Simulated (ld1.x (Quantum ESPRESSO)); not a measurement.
The numbers below are computed, except where a source is named.
Hardness and transferability of assorted potentials

Generated with ld1.x 7.5 (TM, RRKJ, ultrasoft, PAW), atompaw 4.2 or ONCVPSP 4.0.1. The cutoff is in Ry: for ld1.x and atompaw files where the sum of valence levels is converged to 10 mRy in a Bessel basis, for ONCV files where the hardest occupied wave has 1 mHa per electron of residual kinetic energy. The error is the largest all-electron minus pseudo excitation energy over each file’s own four to seven test configurations (ionisations up to +4, promotions, holes and added fractions of an electron), all of which were solved. The labels leave out finer settings (local radius, basis sizes, second energies), which also bear on the numbers. Spin-polarised tests are not counted. The rows are a selection from randomly drawn settings: files with unsolved tests, undetermined cutoffs or missed reference levels are left out.

| element | potential | cutoff (Ry) | largest error (meV) | bound ghosts |
| --- | --- | --- | --- | --- |
| Mg | TM, PBE, scalar-relativistic, rc 2.35/2.70/2.65 (spd), local d, core correction yes, reference 3s2 3p0 | 6 | -8.7 | none |
| Ti | ultrasoft, BP86, scalar-relativistic, rc 2.75/3.85/2.70 (spd), local smoothed, core correction yes, reference 3d2 4s2 4p0 | 12 | -775 | none |
| Tc | PAW, Wu–Cohen, scalar-relativistic, rc 1.65/2.35/1.80 (spd), local smoothed, core correction yes, reference 4s2 4p6 4d5 5s1 5p1 | 35 | -26 | none |
| W | TM, LDA (PZ), scalar-relativistic, rc 2.95/3.10/2.20 (spd), local p, core correction no, reference 5d4.5 6s1.5 6p0 | 30 | -225 | none |
| Au | PAW, PBE, scalar-relativistic, rc 1.35/2.20/2.05 (spd), local smoothed, core correction yes, reference 5s2 5p6 5d9 6s2 6p0 | 35 | -111 | none |

(1) Fill in the row for Au: TM, BLYP, scalar-relativistic, rc 1.75/2.30/1.95 (spd), local s, core correction yes, reference 5d9 6s0 6p0.

(2) Fill in the row for Ta: TM semilocal, PBEsol, scalar-relativistic, rc 1.50/1.50/2.60 (spd), local d, core correction yes, reference 5s2 5p6 5d3 6s0 6p0.

Answers

(1) cutoff 45 Ry, largest error -115 meV, bound ghosts: none.

(2) cutoff 80 Ry, largest error +1364 meV, bound ghosts: none.
